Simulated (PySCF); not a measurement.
H₃O₃V, neutral, multiplicity 3. Atoms are numbered in the order given.

```xyz
7

V      0.0944    -0.0379     0.0000
O     -0.0387    -0.7760    -1.6035
H     -0.4171    -1.5096    -2.0980
O      0.0140     1.7592     0.0000
H     -0.8301     2.2329     0.0000
O     -0.0387    -0.7760     1.6035
H     -0.4170    -1.5096     2.0980
```
Charge 0, spin multiplicity 3.

The structure is a stationary point at B3LYP-D3(BJ)/def2-SVP. The geometry has at least one imaginary mode, so it is a saddle point at that level. The multiplicity is an assumed one; other spin states were not compared. The values are those of a single conformer.

All values below come from PySCF with PBE/def2-TZVPD.

The molecule is in vacuum.

```
Property                                                                                                         Value
---------------------------------------------------------------------------------------------  -----------------------
total energy                                                                                       -1171.25268 hartree
point group                                                                                                         Cs
α spin, highest occupied and lowest empty level                                                     -3.96 and -3.16 eV
β spin, highest occupied and lowest empty level                                                     -7.02 and -2.51 eV
dipole moment                                                                                                   2.96 D
quadrupole, principal values (traceless, Buckingham form, about the centre of nuclear charge)   -1.95, -1.03, 2.98 D·Å
mean static polarisability                                                                        55.2 bohr³ (8.17 Å³)
polarisability, principal values                                                                45.8, 59.8, 59.8 bohr³
⟨S²⟩                                                                                           2.013 (pure state 2.00)
```
